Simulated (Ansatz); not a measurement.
Born–Oppenheimer molecular dynamics of CH2BNO2 (7 atoms, charge 0, multiplicity 1). It goes on from the last frame of an earlier run, with new velocities.

All numbers below come from RKS PBE0-D4/def2-SVP (Ansatz).

```
ensemble        : NVT, Nosé–Hoover chain
time step       : 0.5 fs
steps asked     : 150
set temperature : 400 K
thermostat      : time constant 300 fs, chain length 3
seed            : 906938
```

First frame:

```xyz
7
Properties=species:S:1:pos:R:3
O -1.252 0.847 1.018
B -0.385 0.178 0.286
N 0.746 0.566 -0.640
C 0.822 -0.720 -0.670
O -0.164 -1.256 0.163
H -1.235 1.777 0.928
H 1.517 -1.471 -1.121
```

(1) How far do the bonds stretch over the last three quarters of this one trajectory? (Pairs bonded in most of those frames.)

## Answers

(1) 
| bond | mean (Å) | spread (Å) | shortest | longest |
| --- | --- | --- | --- | --- |
| O1–B2 | 1.328 | 0.016 | 1.29 | 1.36 |
| O1–H6 | 0.969 | 0.024 | 0.93 | 1.01 |
| B2–N3 | 1.499 | 0.022 | 1.46 | 1.54 |
| B2–C4 | 1.765 | 0.031 | 1.71 | 1.81 |
| B2–O5 | 1.430 | 0.010 | 1.41 | 1.45 |
| N3–C4 | 1.280 | 0.009 | 1.26 | 1.30 |
| C4–O5 | 1.387 | 0.040 | 1.32 | 1.46 |
| C4–H7 | 1.105 | 0.012 | 1.08 | 1.12 |

Mean temperature of the second half: 259 K. The conserved energy stayed within 0.15 meV per atom of its start (net change -0.081 meV per atom), so the integration is sound. The mean temperature of the second half is 35 % below the set value. A run of 0.075 ps of so small a system gives no equilibrium averages.

The run took 5.4 min on 1 CPU thread of a shared host.
